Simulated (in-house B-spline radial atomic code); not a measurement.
Successive ionisation energies of dysprosium; each step leads to the configuration of the next row (after the last: [Kr] 4d1). Dirac energy differences include first-order Breit, QED and recoil terms. NIST's values go from ground level to ground level; the uncertainty of those that are theory runs from under 0.1 % in few-electron ions to several per cent in heavy many-electron ones. Computed with an all-electron radial atomic-structure program (B-spline basis): Dirac-Hartree-Fock, average of the configuration, finite nuclei.

| ion | configuration | ionisation energy (eV) | tabulated value (eV) | computed minus tabulated (eV) | highest orbital | largest mean radius (bohr) |
| --- | --- | --- | --- | --- | --- | --- |
| Dy19+ | [Kr] 4d10 4f1 | 466.8 | 464.9 | 1.9 | 4f7/2 | 0.56779 |
| Dy20+ | [Kr] 4d10 | 667.1 | 664 | 3.1 | 4d5/2 | 0.55456 |
| Dy21+ | [Kr] 4d9 | 707.3 | 702 | 5.3 | 4d5/2 | 0.54829 |
| Dy22+ | [Kr] 4d8 | ? | ? | ? | ? | ? |
| Dy23+ | [Kr] 4d7 | ? | ? | ? | ? | ? |
| Dy24+ | [Kr] 4d6 | ? | ? | ? | ? | ? |
| Dy25+ | [Kr] 4d5 | 874.8 | 872 | 2.8 | 4d5/2 | 0.52602 |
| Dy26+ | [Kr] 4d4 | 918.3 | 924 | -5.7 | 4d5/2 | 0.52079 |
| Dy27+ | [Kr] 4d3 | 962.4 | 969 | -6.6 | 4d5/2 | 0.51569 |
| Dy28+ | [Kr] 4d2 | 1007.2 | 1014 | -6.8 | 4d5/2 | 0.51071 |

Q: Fill in the row of Dy22+.

A: ionisation energy (eV): 748.2; tabulated value (eV): 743; computed minus tabulated (eV): 5.2; highest orbital: 4d5/2; largest mean radius (bohr): 0.5425.

Q: Fill in the row of Dy23+.

A: ionisation energy (eV): 789.8; tabulated value (eV): 786; computed minus tabulated (eV): 3.8; highest orbital: 4d5/2; largest mean radius (bohr): 0.53686.

Q: Fill in the row of Dy24+.

A: ionisation energy (eV): 832.0; tabulated value (eV): 827; computed minus tabulated (eV): 5.0; highest orbital: 4d5/2; largest mean radius (bohr): 0.53137.

Where a p, d or f electron is removed, the computed value is a mean over both j, so it misses the tabulated one by a part of the spin-orbit splitting; averaging over terms and missing correlation add to the gap, relatively most at low charge.
